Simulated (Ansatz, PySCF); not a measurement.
Reaction (SMILES): F[SiH][SiH2]F -> F[SiH-][SiH2]F (an electron is taken up)
Each molecule is optimised on its own at B3LYP-D3(BJ)/def2-TZVP (Ansatz, a first-principles code), one conformer each, not searched for the lowest.
Geometry of the first species:
SMILES: F[SiH][SiH2]F
```xyz
7

F      1.9181     1.2415     0.1939
Si     1.1664    -0.1098    -0.2841
Si    -1.1169     0.0643     0.2927
F     -1.8637    -1.1765    -0.4137
H      1.8848    -1.2481     0.3553
H     -1.3890    -0.0229     1.7474
H     -1.6780     1.3231    -0.2443
```
Charge 0, spin multiplicity 2.

Property: adiabatic electron affinity (0 K, with B3LYP-D3(BJ) harmonic zero-point energies from PySCF), positive where the reaction releases energy, in eV. Valence correlation only, unless marked. Open shells are spin-unrestricted. Spin-orbit coupling is left out. Non-relativistic. Anions need diffuse functions: aug- sets have them; def2-D sets add few; the other sets have none. Basis-set limits of correlation are two-point, X^-3; Hartree-Fock from the larger set.

CCSD(T)/CBS(aug-cc-pV(T+d)Z,aug-cc-pV(Q+d)Z) (Ansatz) gives 1.98 eV.

### Question
Another calculation gave 1.81 eV. Which level was it?
A. B97M-V/def2-TZVPD (Ansatz)
B. r2SCAN/def2-TZVPD (Ansatz)
C. CAM-B3LYP/def2-TZVPD (Ansatz)

### Answer
B, r2SCAN/def2-TZVPD (Ansatz). The others give 2.07 (B97M-V), 1.94 (CAM-B3LYP) eV.
